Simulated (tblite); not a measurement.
What does the GFN2-xTB structure of `[C@]12(C[C@@]([O])(C1)C2)CC` [radical] look like in three dimensions? (Doublet state.)

```
atom  x, y, z in Å
C1     2.1474   -0.8171   -0.4381
C2     1.4344    0.4658   -0.0227
C3    -0.0545    0.2696    0.0863
C4    -0.9999   -0.1247   -1.0495
C5    -1.9527    0.0105    0.2632
O6    -3.1983   -0.1047    0.2948
C7    -1.0781    1.3538    0.4351
C8    -0.7996   -0.7057    1.0176
H9     1.7888   -1.1553   -1.4073
H10    3.2187   -0.6477   -0.5082
H11    1.9714   -1.6036    0.2913
H12    1.6348    1.2529   -0.7544
H13    1.8154    0.8026    0.9446
H14   -1.1617    0.5833   -1.8555
H15   -0.9970   -1.1536   -1.3971
H16   -1.1262    1.7043    1.4629
H17   -1.2354    2.1584   -0.2762
H18   -0.7360   -0.5114    2.0861
H19   -0.6813   -1.7684    0.8195
```

Orientation and origin are arbitrary. Atoms count from 1 in this order. The 4-membered ring C3–C4–C5–C8 has internal angles of 75.0° to 89.2° (sum 327°, against 360° for a flat polygon); it is puckered, 0.30 Å rms from its mean plane, widest ring torsion 44°. The 4-membered ring C3–C4–C5–C7 has internal angles of 75.0° to 86.5° (sum 318°, against 360° for a flat polygon); it is puckered, 0.34 Å rms from its mean plane, widest ring torsion 48°. The 8 C–C bonds span 1.506 Å (C2–C3, drawn single) to 1.628 Å (C4–C5, drawn single), a spread of 0.122 Å. The 4-membered ring C3–C7–C5–C8 has internal angles of 75.4° to 89.3°; it is puckered, 0.29 Å rms from its mean plane, widest ring torsion 43°.

Bonds between heavy atoms (Å): C1–C2 1.525, C2–C3 1.506, C3–C4 1.529, C4–C5 1.628, C5–O6 1.251, C5–C7 1.612, C5–C8 1.553, C3–C7 1.531, C3–C8 1.541.

The geometry is computed with GFN2-xTB (gas phase). This method treats the open shell by occupation alone, without spin polarisation.

Its GFN2-xTB frequencies are all real (lowest 62 cm⁻¹). Torsions: C1–C2–C3–C4 -62°. 2 starts were optimised and ended at 0.00 and 0.02 kcal/mol (GFN2-xTB); the lowest of these is shown.

Time: 0.22 s. Hardware: an Arm Neoverse V2 with one thread, shared host with 192 logical CPUs at a one-minute load of 89. This is the geometry optimisation.

One conformer stands for the species.
